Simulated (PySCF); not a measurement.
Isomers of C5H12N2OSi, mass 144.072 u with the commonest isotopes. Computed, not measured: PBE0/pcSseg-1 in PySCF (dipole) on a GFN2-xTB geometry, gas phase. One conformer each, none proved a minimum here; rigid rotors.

Question: Order these by rotational constant B, largest first.
A. `[CH2:1]=[C:2]([SiH2:3][NH2:4])[C:5](=[O:6])[CH2:7][CH2:8][NH2:9]` with C1–C2–Si3–N4 110°, C2–Si3–N4–H -173° and 54°, C1–C2–C5–O6 -170°, C2–C5–C7–C8 174°, C5–C7–C8–N9 -175°
B. `[H]/[N:9]=[CH:8]\[CH2:7][N:5]([Si@@H:3]([CH:2]=[CH2:1])[OH:4])[CH3:6]` with C1–C2–Si3–O4 -48°, C2–Si3–O4–H 59°, C2–Si3–N5–C6 39°, Si3–N5–C7–C8 104°, N5–C7–C8–N9 -8°
C. `[CH3:1][O:2][C@@:3]([CH3:4])([CH2:5][C:6]#[N:7])[SiH2:8][NH2:9]` with C1–O2–C3–C4 -52°, O2–C3–C5–C6 175°, O2–C3–Si8–N9 -56°, C3–Si8–N9–H -179° and 46°

Answer: C (1217 MHz), B (988.9 MHz), A (644.5 MHz).

Question: Order these by rotational constant C, smallest first.
A. `[CH2:1]=[C:2]([SiH2:3][NH2:4])[C:5](=[O:6])[CH2:7][CH2:8][NH2:9]` with C1–C2–Si3–N4 110°, C2–Si3–N4–H -173° and 54°, C1–C2–C5–O6 -170°, C2–C5–C7–C8 174°, C5–C7–C8–N9 -175°
B. `[H]/[N:9]=[CH:8]\[CH2:7][N:5]([Si@@H:3]([CH:2]=[CH2:1])[OH:4])[CH3:6]` with C1–C2–Si3–O4 -48°, C2–Si3–O4–H 59°, C2–Si3–N5–C6 39°, Si3–N5–C7–C8 104°, N5–C7–C8–N9 -8°
C. `[CH3:1][O:2][C@@:3]([CH3:4])([CH2:5][C:6]#[N:7])[SiH2:8][NH2:9]` with C1–O2–C3–C4 -52°, O2–C3–C5–C6 175°, O2–C3–Si8–N9 -56°, C3–Si8–N9–H -179° and 46°

Answer: A (563.5 MHz), C (871.0 MHz), B (957.1 MHz).

Question: Order these by out-of-plane moment Σ m c² = (Ia + Ib − Ic)/2, largest first.
A. `[H]/[N:9]=[CH:8]\[CH2:7][N:5]([Si@@H:3]([CH:2]=[CH2:1])[OH:4])[CH3:6]` with C1–C2–Si3–O4 -48°, C2–Si3–O4–H 59°, C2–Si3–N5–C6 39°, Si3–N5–C7–C8 104°, N5–C7–C8–N9 -8°
B. `[CH2:1]=[C:2]([SiH2:3][NH2:4])[C:5](=[O:6])[CH2:7][CH2:8][NH2:9]` with C1–C2–Si3–N4 110°, C2–Si3–N4–H -173° and 54°, C1–C2–C5–O6 -170°, C2–C5–C7–C8 174°, C5–C7–C8–N9 -175°
C. `[CH3:1][O:2][C@@:3]([CH3:4])([CH2:5][C:6]#[N:7])[SiH2:8][NH2:9]` with C1–O2–C3–C4 -52°, O2–C3–C5–C6 175°, O2–C3–Si8–N9 -56°, C3–Si8–N9–H -179° and 46°

Answer: A (131.60 u·Å²), C (87.70 u·Å²), B (27.92 u·Å²).

```json
{"SMILES": "[H]/N=C\\CN(C)[Si@H](O)C=C", "point group": "C1", "Ia (u·Å²)": "280.20", "Ib (u·Å²)": "511.04", "Ic (u·Å²)": "528.04", "κ": "-0.92", "μa (D)": "0.31", "μb (D)": "1.16", "μc (D)": "1.23"}
{"SMILES": "CO[C@@](C)(CC#N)[SiH2]N", "point group": "C1", "Ia (u·Å²)": "340.25", "Ib (u·Å²)": "415.38", "Ic (u·Å²)": "580.23", "κ": "0.13", "μa (D)": "4.36", "μb (D)": "0.74", "μc (D)": "0.80"}
{"SMILES": "C=C([SiH2]N)C(=O)CCN", "point group": "C1", "Ia (u·Å²)": "168.54", "Ib (u·Å²)": "784.08", "Ic (u·Å²)": "896.79", "κ": "-0.93", "μa (D)": "0.92", "μb (D)": "0.74", "μc (D)": "1.32"}
```
